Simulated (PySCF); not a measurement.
First SCF of a structure search on doublet Ru(OH)₃, at a hand-made trigonal planar (heavy-atom frame) geometry. PySCF input:

```python
from pyscf import gto, scf, dft
mol = gto.M(atom='''
Ru     0.000000     0.000000     0.000000
O      1.880000     0.000000     0.000000
O     -0.940000     1.628100     0.000000
O     -0.940000    -1.628100     0.000000
H      2.497100    -0.735400     0.000000
H     -0.611700     2.530200     0.000000
H     -1.885400    -1.794800     0.000000''',
    basis={'Ru': 'def2-TZVP', 'O': 'def2-TZVP', 'H': 'def2-TZVP'},
    ecp={'Ru': 'def2-TZVP'},
    charge=0, spin=1)
mf = dft.UKS(mol, xc='PBE0')
mf.grids.atom_grid = (50, 194)
aux = {'Ru': 'def2-universal-JKFIT', 'O': 'def2-universal-JKFIT', 'H': 'def2-universal-JKFIT'}
mf = mf.density_fit(auxbasis=aux)
mf.conv_tol = 1e-08
mf.diis_space = 10
mf.max_cycle = 60
mf.init_guess = 'minao'
mf.verbose = 4
mf.kernel()
```

Excerpt of the output (cycles alone):

```
init E= -314.286925454858
cycle= 1 E= -321.772603809523  delta_E= -7.49  |g|= 0.951  |ddm|= 3.03
cycle= 2 E= -318.594816942915  delta_E= 3.18  |g|= 2.36  |ddm|= 4.57
cycle= 3 E= -321.596028035263  delta_E=   -3  |g|= 1.21  |ddm|=  4.5
cycle= 4 E= -322.127960678621  delta_E= -0.532  |g|= 0.251  |ddm|= 0.459
cycle= 5 E= -322.141767002866  delta_E= -0.0138  |g|= 0.234  |ddm|= 0.271
cycle= 6 E= -322.163142987465  delta_E= -0.0214  |g|= 0.0366  |ddm|= 0.146
cycle= 7 E= -322.164174926851  delta_E= -0.00103  |g|= 0.0128  |ddm|= 0.0466
cycle= 8 E= -322.164591479408  delta_E= -0.000417  |g|= 0.00903  |ddm|= 0.0375
cycle= 9 E= -322.164946733035  delta_E= -0.000355  |g|= 0.00855  |ddm|= 0.0376
cycle= 10 E= -322.165254986706  delta_E= -0.000308  |g|= 0.00616  |ddm|= 0.0326
cycle= 11 E= -322.165558207025  delta_E= -0.000303  |g|= 0.00604  |ddm|= 0.0333
cycle= 12 E= -322.165792316715  delta_E= -0.000234  |g|= 0.00596  |ddm|= 0.0258
cycle= 13 E= -322.166849398357  delta_E= -0.00106  |g|= 0.00549  |ddm|= 0.135
... 17 lines left out ...
cycle= 31 E= -322.167374923855  delta_E= -5.95e-06  |g|= 0.000506  |ddm|= 0.0124
cycle= 32 E= -322.167378687847  delta_E= -3.76e-06  |g|= 0.000379  |ddm|= 0.00831
cycle= 33 E= -322.167385025746  delta_E= -6.34e-06  |g|= 0.00116  |ddm|= 0.0181
cycle= 34 E= -322.16739353421  delta_E= -8.51e-06  |g|= 0.000459  |ddm|= 0.0355
cycle= 35 E= -322.167394299362  delta_E= -7.65e-07  |g|= 0.000333  |ddm|= 0.0114
cycle= 36 E= -322.167394355611  delta_E= -5.62e-08  |g|= 0.000218  |ddm|= 0.000965
cycle= 37 E= -322.167394381906  delta_E= -2.63e-08  |g|= 0.000112  |ddm|= 0.00128
cycle= 38 E= -322.167394387133  delta_E= -5.23e-09  |g|= 4.43e-05  |ddm|= 0.000675
Extra cycle  E= -322.16739438871  delta_E= -1.58e-09  |g|= 7.29e-05  |ddm|= 0.000119
converged SCF energy = -322.16739438871  <S^2> = 1.1381963  2S+1 = 2.3564349
```

This is not the lowest solution: all starts ended here, but a stability analysis within the same unrestricted form found one 13.4 kJ/mol lower, at -322.17248 Eh.

Open d and f shells are described by one determinant, and the ground state may have another occupation or spin.

The search for the lowest solution, 3 starts and the stability check together, took 2.3 min on 4 threads of a shared Arm Neoverse V2 host, with 151 basis functions; the process peaked at 0.93 GiB.
